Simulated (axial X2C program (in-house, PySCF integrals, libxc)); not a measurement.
# Curves of ReBr⁺ from open-shell CI on d5 s0 p(π)0

Computed with an axial X2C code built on PySCF integrals: two-component X2C with atomic mean-field Coulomb and Gaunt terms, basis Re dyall-v3z, Br dyall-v3z (cores contracted in-house). Orbitals come from Hartree–Fock averaged over the configuration Re d5 s0 p(π)0; CI then distributes these electrons over the d, s, p(π) shells of Re.

Scan along the bond; masses Re 186.956 u, Br 78.918 u. Energies in cm⁻¹ from the lowest point; levels are followed by energy order within each Ω. Lowest level at 2.347 Å: 100% d5.

```csv
R (Å),(1)Ω=1/2,(1)Ω=3/2,(1)Ω=5/2,(2)Ω=5/2,(2)Ω=1/2,(2)Ω=3/2,(1)Ω=7/2
2.183,3146,3239,3361,18327,18274,18764,20136
2.265,866,949,1058,16609,16688,17087,18151
2.347,0,72,165,16167,16362,16701,17531
2.441,239,298,373,16796,17097,17403,18031
2.535,1381,1429,1486,18274,18646,18953,19432
2.640,3350,3385,3425,20583,20993,21335,21698
2.769,6355,6377,6398,23974,24374,24800,25071
```

Problem. Fit the curves (1)Ω=1/2, (1)Ω=3/2, (1)Ω=5/2, (2)Ω=5/2, (2)Ω=1/2, (2)Ω=3/2, (1)Ω=7/2 near their minima.

Solution. From the open-shell CI curves, Te from the lowest:

```csv
level,Te (cm⁻¹),Re (Å),ωe (cm⁻¹)
(1)Ω=1/2,0,2.373,286.2
(1)Ω=3/2,69,2.374,285.6
(1)Ω=5/2,156,2.375,284.7
(2)Ω=5/2,16211,2.340,293.5
(2)Ω=1/2,16391,2.331,295.7
(2)Ω=3/2,16738,2.335,297.7
(1)Ω=7/2,17575,2.353,296.0
```

Without dynamic correlation distances can be off by several hundredths of an Å (long for ionic bonds, short for multiple bonds) and the wavenumbers are rough.

The 7 lowest curves are shown; the next is (3)Ω=1/2, from 17716 cm⁻¹.

Dynamic correlation is missing, so gaps between terms are too wide and other configurations may lie lower; the lowest level listed is that of this model, not necessarily the ground state. For d shells the ligand-field splittings (σ, π, δ) and their order can be off by a thousand cm⁻¹ or more. At most 4 roots were kept for each Ω > 0 (twice that for Ω = 0) within 3.2 eV of the lowest, so higher up levels can be missing between those listed; levels with Ω > 0 are doubly degenerate and listed once, Ω = 0 levels singly. Some active spinors are only partly of the character that their shell is named for, so the shell names and counts are nominal. States that fill the shells left empty in the average are placed too high.
